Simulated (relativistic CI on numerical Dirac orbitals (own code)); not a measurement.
Ligand-field terms of d6

Computed with a parametric ligand-field model of a d^n configuration (Racah B and C, spin-orbit zeta, crystal field), exact diagonalisation.

Field parameters in Wybourne normalisation: Oh B⁴₀ = 21Dq, B⁴₄ = √(5/14) B⁴₀. The field is a parameter set, without covalency.

B = 560 cm⁻¹, C = 2870 cm⁻¹ (C/B = 5.12), Oh, no spin-orbit coupling. Tanabe-Sugano data, E/B above the lowest term (Δ = |10Dq|; b, c mark the second and third term of a kind):

```tsv
Δ/B	5T2	5E	3T1	3T2	3T1(b)	1A1	1T1
1.0	0.00	1.00	24.28	24.57	25.23	36.04	36.39
5.0	0.00	5.00	21.89	23.85	25.72	30.07	33.42
9.0	0.00	9.00	18.56	21.98	25.73	23.00	29.88
13.0	0.00	13.00	14.98	19.37	25.74	15.61	26.18
17.0	0.00	17.00	11.29	16.35	25.75	8.08	22.39
21.0	0.00	21.00	7.53	13.08	25.77	0.44	18.56
25.0	7.26	32.26	10.99	16.90	33.04	0.00	21.96
29.0	15.01	44.01	14.90	21.09	40.80	0.00	25.82
33.0	22.80	55.80	18.82	25.23	48.60	0.00	29.70
37.0	30.62	67.62	22.76	29.34	56.42	0.00	33.59
41.0	38.46	79.46	26.70	33.43	64.27	0.00	37.49
45.0	46.32	91.32	30.64	37.49	72.13	0.00	41.41
```

The ground term changes from 5T2 to 1A1 between Δ/B = 21.0 and 25.0.
